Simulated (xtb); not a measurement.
Input file for xtb: GFN1-xTB on P2-, 2S+1 = 2, a spin state set in the input, which need not be the lowest, a point of a bond scan (R = 2.089 Å). Charge -1.

```
$ xtb mol.xyz --gfn 1 --sp --chrg -1 --uhf 1
2

P      0.00000000     0.00000000     0.00000000
P      0.00000000     0.00000000     2.08920200
```

It printed:

```
[...]
           -------------------------------------------------
          |                Calculation Setup                |
           -------------------------------------------------



           -------------------------------------------------
          |                 G F N 1 - x T B                 |
           -------------------------------------------------

        Reference                      10.1021/acs.jctc.7b00118
      * Hamiltonian:
        H0-scaling (s, p, d)           1.850000    2.250000    2.000000
        zeta-weighting                 0.000000
      * Dispersion:
        s8                             2.400000
        a1                             0.630000
        a2                             5.000000
        s9                             0.000000
      * Repulsion:
        kExp                           1.500000
        rExp                           1.000000
      * Coulomb:
        alpha                          2.000000
        third order                    atomic
        anisotropic                    false
      * Halogen bond correction:
        rad-scale                      1.300000
        damping                        0.440000


          ...................................................
          :                      SETUP                      :
          :.................................................:
          :  # basis functions                  20          :
          :  # atomic orbitals                  18          :
          :  # shells                            6          :
          :  # electrons                        11          :
          :  # halogen bonds                     0          :
          :  max. iterations                   250          :
          :  Hamiltonian                  GFN1-xTB          :
          :  restarted?                      false          :
          :  GBSA solvation                  false          :
          :  PC potential                    false          :
          :  electronic temp.          300.0000000     K    :
          :  accuracy                    1.0000000          :
          :  -> integral cutoff          0.2500000E+02      :
          :  -> integral neglect         0.1000000E-07      :
          :  -> SCF convergence          0.1000000E-05 Eh   :
          :  -> wf. convergence          0.2000000E-04 e    :
          :  Broyden damping             0.4000000          :
          :  net charge                         -1          :
          :  unpaired electrons                  1          :
          ...................................................

 iter      E             dE          RMSdq      gap      omega  full diag
   1     -5.2919483 -0.529195E+01  0.400E+00    0.00       0.0  T
   2     -5.2919708 -0.224896E-04  0.239E+00    0.00       1.0  T
   3     -5.2919828 -0.119991E-04  0.375E-02    0.00       1.9  T
   4     -5.2919828 -0.363890E-08  0.116E-02    0.00       6.1  T
   5     -5.2919828 -0.403971E-09  0.113E-08    0.00  100000.0  T
   6     -5.2919828 -0.177636E-14  0.173E-11    0.00  100000.0  T

   *** convergence criteria satisfied after 6 iterations ***

         #    Occupation            Energy/Eh            Energy/eV
      -------------------------------------------------------------
         1        2.0000           -0.3159619              -8.5978
         2        2.0000           -0.2469194              -6.7190
         3        2.0000           -0.0305955              -0.8325
         4        2.0000           -0.0119928              -0.3263
         5        2.0000           -0.0119928              -0.3263
         6        0.5000            0.0738010               2.0082 (HOMO)
         7        0.5000            0.0738010               2.0082 (LUMO)
         8                          0.2167857               5.8990
         9                          0.3865624              10.5189
        10                          0.3865624              10.5189
        11                          0.4139828              11.2650
       ...                                ...                  ...
        18                          1.4034304              38.1893
      -------------------------------------------------------------
                  HL-Gap            0.0000000 Eh            0.0000 eV
             Fermi-level            0.0523525 Eh            1.4246 eV

 SCC (total)                   0 d,  0 h,  0 min,  0.003 sec
 SCC setup                      ...        0 min,  0.000 sec (  2.260%)
 Dispersion                     ...        0 min,  0.000 sec (  0.911%)
 classical contributions        ...        0 min,  0.000 sec (  0.505%)
 integral evaluation            ...        0 min,  0.001 sec ( 27.860%)
 iterations                     ...        0 min,  0.001 sec ( 36.452%)
 molecular gradient             ...        0 min,  0.001 sec ( 27.223%)
 printout                       ...        0 min,  0.000 sec (  4.433%)

         :::::::::::::::::::::::::::::::::::::::::::::::::::::
         ::                     SUMMARY                     ::
         :::::::::::::::::::::::::::::::::::::::::::::::::::::
         :: total energy              -5.278883853872 Eh    ::
         :: gradient norm              0.087838511689 Eh/a0 ::
         :: HOMO-LUMO gap              0.000000000000 eV    ::
         ::.................................................::
         :: SCC energy                -5.291982794695 Eh    ::
         :: -> electrostatic           0.194339549080 Eh    ::
         :: repulsion energy           0.013625520048 Eh    ::
         :: dispersion energy         -0.000526579225 Eh    ::
         :: halogen bond corr.         0.000000000000 Eh    ::
         :: add. restraining           0.000000000000 Eh    ::
         :: total charge              -1.000000000000 e     ::
         :::::::::::::::::::::::::::::::::::::::::::::::::::::

           -------------------------------------------------
          |                Property Printout                |
           -------------------------------------------------

    * Orbital Energies and Occupations

         #    Occupation            Energy/Eh            Energy/eV
      -------------------------------------------------------------
         1        2.0000           -0.3159619              -8.5978
         2        2.0000           -0.2469194              -6.7190
         3        2.0000           -0.0305955              -0.8325
         4        2.0000           -0.0119928              -0.3263
         5        2.0000           -0.0119928              -0.3263
         6        0.5000            0.0738010               2.0082 (HOMO)
         7        0.5000            0.0738010               2.0082 (LUMO)
         8                          0.2167857               5.8990
         9                          0.3865624              10.5189
        10                          0.3865624              10.5189
        11                          0.4139828              11.2650
        12                          0.4139828              11.2650
        13                          0.4226320              11.5004
        14                          0.4226320              11.5004
        15                          0.5032095              13.6930
        16                          0.5947593              16.1842
        17                          0.5947593              16.1842
        18                          1.4034304              38.1893
      -------------------------------------------------------------
                  HL-Gap            0.0000000 Eh            0.0000 eV
             Fermi-level            0.0523525 Eh            1.4246 eV

  Mulliken/CM5 charges         n(s)   n(p)   n(d)
     1P    -0.50000 -0.50000   1.880  3.506  0.114
     2P    -0.50000 -0.50000   1.880  3.506  0.114
Note: The following floating-point exceptions are signalling: IEEE_DENORMAL
normal termination of xtb

Wiberg/Mayer (AO) data.
largest (>0.10) Wiberg bond orders for each atom

 ---------------------------------------------------------------------------
     #   Z sym  total        # sym  WBO       # sym  WBO       # sym  WBO
 ---------------------------------------------------------------------------
     1  15 P    2.584 --     2 P    2.584
     2  15 P    2.584 --     1 P    2.584
 ---------------------------------------------------------------------------

Topologies differ in total number of bonds
Writing topology from bond orders to xtbtopo.mol

 dipole moment from electron density (au)
     X       Y       Z
  -0.0000  -0.0000  -1.9740  total (Debye):    5.017


           -------------------------------------------------
          | TOTAL ENERGY               -5.278883853872 Eh   |
          | GRADIENT NORM               0.087838511689 Eh/α |
          | HOMO-LUMO GAP               0.000000000000 eV   |
           -------------------------------------------------

------------------------------------------------------------------------
------------------------------------------------------------------------
 total:
 SCF:
```

The run finished.

Cost: roughly 0.03 core-seconds.
